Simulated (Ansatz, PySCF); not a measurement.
The pair A = N2 (SMILES N#N) (first 2 atoms), B = PH3 (SMILES P); geometry from B3LYP-D3(BJ)/def2-TZVP.
(charge 0, multiplicity 1):
```xyz
6

N      0.647    -0.211    -0.511
N     -0.335     0.264    -0.488
P      0.025     0.108     3.546
H      1.120     0.633     2.813
H      0.016    -1.111     2.820
H     -0.939     0.714     2.700
```

Frozen-core correlation. Rows in 6-31G* carry no dispersion term and start afresh at each structure (6-31G* with six Cartesian d functions).

The values were computed with Ansatz (Gaussian basis) for Hartree–Fock, density functionals and correlated methods; PySCF for 6-31G* rows. Values without a source in brackets are computed.

Total energies (hartree), monomers frozen at their geometry in the pair:

```csv
structure,HF/6-31G*,B3LYP/6-31G*,CCSD(T)/aug-cc-pV(T+d)Z
AB,-451.3903587,-452.6635173,-452.0802988
A in the pair's basis,-108.9437519,-109.5239584,-109.3805765
B in the pair's basis,-342.4474145,-343.1403791,-342.6991330
A,-108.9434087,-109.5234919,-109.3803819
B,-342.4473413,-343.1402414,-342.6990091
```

Task: Work out the interaction energy without and with the counterpoise correction, and the superposition error, for each level.

Result: 
E(AB) − E(A) − E(B), times 627.509 kcal/mol, with the monomers in their own basis and then in the pair's basis:
- HF/6-31G*: 0.25 uncorrected, 0.51 corrected; the monomers gain 0.26 kcal/mol from borrowed functions
- B3LYP/6-31G*: 0.14 uncorrected, 0.51 corrected; the monomers gain 0.38 kcal/mol from borrowed functions
- CCSD(T)/aug-cc-pV(T+d)Z: -0.57 uncorrected, -0.37 corrected; the monomers gain 0.20 kcal/mol from borrowed functions

Ansatz is a first-principles code.
